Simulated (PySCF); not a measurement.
GaH₃O₂Se, SMILES [OH][Ga]([OH])[SeH].

Coordinates come from a PBE0-D3(BJ)/def2-SVP optimisation. Other conformers were not sampled.

These are PBE0-D3(BJ)/def2-SVP (PySCF) values and carry that method's errors.

Frequencies are harmonic and unscaled.

```json
[
 {"mode": "1", "ν (cm⁻¹)": "115", "IR (km/mol)": "5.8", "Raman (Å⁴/amu)": "0.8", "depolarisation": "0.73", "moving atoms (share of kinetic energy)": "O 54 %, Ga 24 %, Se 13 %, H 9 %"},
 {"mode": "2", "ν (cm⁻¹)": "166", "IR (km/mol)": "6.6", "Raman (Å⁴/amu)": "0.1", "depolarisation": "0.75", "moving atoms (share of kinetic energy)": "Ga 47 %, O 42 %, H 8 %"},
 {"mode": "3", "ν (cm⁻¹)": "178", "IR (km/mol)": "21.6", "Raman (Å⁴/amu)": "2.2", "depolarisation": "0.59", "moving atoms (share of kinetic energy)": "O 73 %, H 13 %, Se 11 %"},
 {"mode": "4", "ν (cm⁻¹)": "198", "IR (km/mol)": "55.5", "Raman (Å⁴/amu)": "1.7", "depolarisation": "0.75", "moving atoms (share of kinetic energy)": "H 95 %"},
 {"mode": "5", "ν (cm⁻¹)": "297", "IR (km/mol)": "19.6", "Raman (Å⁴/amu)": "7.6", "depolarisation": "0.15", "moving atoms (share of kinetic energy)": "Se 45 %, Ga 45 %, O 8 %"},
 {"mode": "6", "ν (cm⁻¹)": "299", "IR (km/mol)": "106.5", "Raman (Å⁴/amu)": "2.1", "depolarisation": "0.75", "moving atoms (share of kinetic energy)": "H 90 %, O 10 %"},
 {"mode": "7", "ν (cm⁻¹)": "338", "IR (km/mol)": "81.4", "Raman (Å⁴/amu)": "0.9", "depolarisation": "0.75", "moving atoms (share of kinetic energy)": "H 90 %, O 10 %"},
 {"mode": "8", "ν (cm⁻¹)": "617", "IR (km/mol)": "1.3", "Raman (Å⁴/amu)": "6.6", "depolarisation": "0.75", "moving atoms (share of kinetic energy)": "H 96 %"},
 {"mode": "9", "ν (cm⁻¹)": "699", "IR (km/mol)": "86.1", "Raman (Å⁴/amu)": "13.5", "depolarisation": "0.08", "moving atoms (share of kinetic energy)": "O 86 %, Ga 13 %"},
 {"mode": "10", "ν (cm⁻¹)": "736", "IR (km/mol)": "119.0", "Raman (Å⁴/amu)": "3.2", "depolarisation": "0.66", "moving atoms (share of kinetic energy)": "O 73 %, Ga 22 %"},
 {"mode": "11", "ν (cm⁻¹)": "798", "IR (km/mol)": "69.1", "Raman (Å⁴/amu)": "1.3", "depolarisation": "0.73", "moving atoms (share of kinetic energy)": "H 88 %"},
 {"mode": "12", "ν (cm⁻¹)": "830", "IR (km/mol)": "118.2", "Raman (Å⁴/amu)": "2.1", "depolarisation": "0.72", "moving atoms (share of kinetic energy)": "H 89 %, O 8 %"},
 {"mode": "13", "ν (cm⁻¹)": "2458", "IR (km/mol)": "1.9", "Raman (Å⁴/amu)": "138.8", "depolarisation": "0.29", "moving atoms (share of kinetic energy)": "H 99 %"},
 {"mode": "14", "ν (cm⁻¹)": "3902", "IR (km/mol)": "88.9", "Raman (Å⁴/amu)": "152.6", "depolarisation": "0.29", "moving atoms (share of kinetic energy)": "H 94 %"},
 {"mode": "15", "ν (cm⁻¹)": "3924", "IR (km/mol)": "76.5", "Raman (Å⁴/amu)": "92.3", "depolarisation": "0.25", "moving atoms (share of kinetic energy)": "H 94 %"}
]
```
